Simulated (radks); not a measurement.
The numbers below are computed, except where a source is named.
Orbital eigenvalues (eV) of neutral barium, [Xe] 6s2, of relativity; Dirac values are averaged over j with weights 2j + 1. Spin-unpolarised spherical Kohn-Sham, LDA (Slater exchange, Perdew-Wang correlation), point nucleus unless stated (finite: rms radius 4.8378 fm), a radial shooting solver on a logarithmic mesh with Libxc functionals. A level marked "c x" has the speed of light scaled by that factor.

| shell | non-rel. |
|---|---|
| 1s | -35531 |
| 2s | -5465.3 |
| 2p | -5159.2 |
| 3s | -1152.7 |
| 3p | -1021.4 |
| 3d | -776.31 |
| 4s | -224.68 |
| 4p | -176.80 |
| 4d | -93.394 |
| 5s | -31.483 |
| 5p | -19.006 |
| 6s | -3.2389 |

Give the values at the level "Dirac, finite nucleus".

Answer. 
shell  Dirac, finite nucleus  change of magnitude (%)
1s                    -37187                    +4.66
2s                   -5876.7                    +7.53
2p                   -5284.4                    +2.43
3s                   -1240.0                    +7.58
3p                   -1048.7                    +2.67
3d                   -764.02                    -1.58
4s                   -242.96                    +8.13
4p                   -180.91                    +2.32
4d                   -89.530                    -4.14
5s                   -33.760                    +7.23
5p                   -18.856                    -0.79
6s                   -3.3464                    +3.32
